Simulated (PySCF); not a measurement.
# ²⁹Si chemical shifts

[PySCF 2.14: σ from GIAO-PBE0/pcSseg-1; GFN2-xTB geometry; a single conformation; non-relativistic Hamiltonian; averaged over atoms made equivalent by symmetry, fast rotation or ring inversion; in vacuum]

Shieldings were converted by a linear fit to measured shifts: ²⁹Si: δ = 279.94 − 0.822σ (rms 8.9 ppm, 72 shifts, 25.8 ppm with the 6 outliers that the fit left out vs TMS, solution or neat liquid). A few per cent of atoms miss by over 2 rms, more outside the fitted compound classes.

(1) Give the ²⁹Si shifts of `CC[SiH2]OC(C)=S`, `C[SiH2]/C(F)=C\[SiH2]O[SiH3]`.

(2) Order these by ²⁹Si shift, lowest first.
A. C=CCO[SiH2]SC
B. FC[C@@H]1O[C@H](F)[C@H]1C[SiH3]
C. C=CCOCS[SiH3]

## Answers

(1) 
```
                                                 compound                       environment  δ (ppm)
                                          CC[SiH2]OC(C)=S       silicon bonded to C, O, 2 H    -24.7
[CH3:1][SiH2:2]/[C:3]([F:4])=[CH:5]\[SiH2:6][O:7][SiH3:8]  Si6: silicon bonded to C, O, 2 H    -36.2
[CH3:1][SiH2:2]/[C:3]([F:4])=[CH:5]\[SiH2:6][O:7][SiH3:8]     Si8: silicon bonded to O, 3 H    -43.2
[CH3:1][SiH2:2]/[C:3]([F:4])=[CH:5]\[SiH2:6][O:7][SiH3:8]   Si2: silicon bonded to 2 C, 2 H    -49.6
```

(2) B (-70.0 ppm, silicon bonded to C, 3 H), C (-61.5 ppm, silicon bonded to S, 3 H), A (-22.5 ppm, silicon bonded to O, S, 2 H).
